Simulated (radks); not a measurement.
The numbers below are computed, except where a source is named.
Ionisation of neutral argon, [Ar], to [Ne] 3s2 3p5 as the strength of local exchange is varied. Code: a radial shooting solver on a logarithmic mesh with Libxc functionals. Model: scalar-relativistic Kohn-Sham, Slater X-alpha exchange (alpha = 2/3 is LDA exchange), no correlation, spin-polarised, spherical densities, point nucleus.

alpha  E(Ar) (hartree)  exchange (hartree)  IE (eV)  -e of the level emptied (eV)  <r> of it (bohr)
0.563       -522.06340           -23.38139   13.069                    7.782 (3p)             1.724
0.612       -524.10247           -25.50399   13.724                    8.380 (3p)             1.703
0.667       -526.39959           -27.90307   14.475                    9.072 (3p)             1.681
0.786       -531.39990           -33.15365   16.163                   10.640 (3p)             1.636
0.896       -536.05869           -38.07973   17.796                   12.174 (3p)             1.597
0.924       -537.25017           -39.34475   18.223                   12.577 (3p)             1.588

NIST Atomic Spectra Database: 15.760 eV (measured). The Delta-SCF value meets it near alpha = 0.76. Open shells are spherical and high-spin; term and fine-structure splittings are not resolved.
